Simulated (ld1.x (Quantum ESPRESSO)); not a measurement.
Before and after: TM potential for Ba

* Element: Ba
* Generator: ld1.x (Quantum ESPRESSO) 7.5
* Type: norm-conserving Troullier–Martins (Kleinman–Bylander form)
* Functional: PBEsol
* Relativity: scalar-relativistic
* Frozen core: [Kr] 4d10 5s2
* Valence charge: 8
* Reference configuration: 5p6 5d0.5 6s1.5 6p0
* Partial waves: 6s (bound): rc 4.20 bohr; 5p (bound): rc 2.90 bohr; 5d (bound): rc 4.20 bohr
* Local potential: all-electron potential smoothed inside 2.35 bohr (lloc = -2)
* Core correction: none

Change: all radii scaled by about 1.19 (s 5.00, p 3.46, d 5.00 bohr); local potential all-electron potential smoothed inside 2.80 bohr (lloc = -2).

Cutoffs: the cutoffs (Ry, on a coarse ladder) from which the occupation-weighted sum of valence levels, in a spherical-Bessel basis at the reference potential, stays within 10 and 1 mRy of its value at 400 Ry; they do not see the model core or the augmentation charge, which bear on the density cutoff. Errors are all-electron minus pseudo energies relative to the spin-unpolarised reference configuration.

How do hardness, ghosts and transferability respond?

The potential gets softer (10 Ry and 18 Ry → 10 Ry and 12 Ry); both files keep a bound ghost (s); the number of tests that count goes from 7 to 5; of the 5 tests that both files solve, the error grows in 0 and shrinks in 5 by more than 15 % and 0.3 meV (median size 10.7 → 4.9 meV). A larger radius leaves more room for a smooth pseudo-wave, so fewer plane waves are needed. That the errors move this way runs against the usual rule that smaller radii transfer better.

```csv
quantity,base,changed
"cutoff, loose",10 Ry,10 Ry
"cutoff, tight",18 Ry,12 Ry
loose cutoff by channel (10 mRy a level),"s 6 Ry, p 8 Ry, d 8 Ry","s 6 Ry, p 8 Ry, d 6 Ry"
bound ghosts,s,s
"tests counted (converged, no solver errors)",7 of 7,5 of 7
"error for 5p6 5d0 6s2 6p0, meV [ΔE -0.64 eV]",-1.3,+0.5
"error for 5p6 5d0 6s0 6p0, meV [ΔE 14.63 eV]",+37,+24
"error for 5p6 5d0 6s0 6p1, meV [ΔE 7.34 eV]",+186,+38
"error for 5p6 5d1 6s1 6p0, meV [ΔE 0.70 eV]",-2.7,-0.4
"error for 5p6 5d1 6s0 6p0, meV [ΔE 5.39 eV]",-11,-4.9
```

Base: ld1.x printed “convergence not achieved” for 4 of the counted tests; their residual had stalled under 1e-8, short of the target of 1e-14. Changed file: Tests not counted: 5p6 5d0 6s1 6p0 (solver errors, printed error -2.3 eV); 5p6 5d0 6s1 6p1 (solver errors, printed error -5.3 eV). ld1.x printed “convergence not achieved” for 2 of the counted tests; their residual had stalled under 1e-8, short of the target of 1e-14. A true bound ghost makes a file unfit for plane-wave use even where its test errors are small: the radial tests pick states by their node count and pass the ghost by. Where a test does run into it, the solver fails or the error is huge.
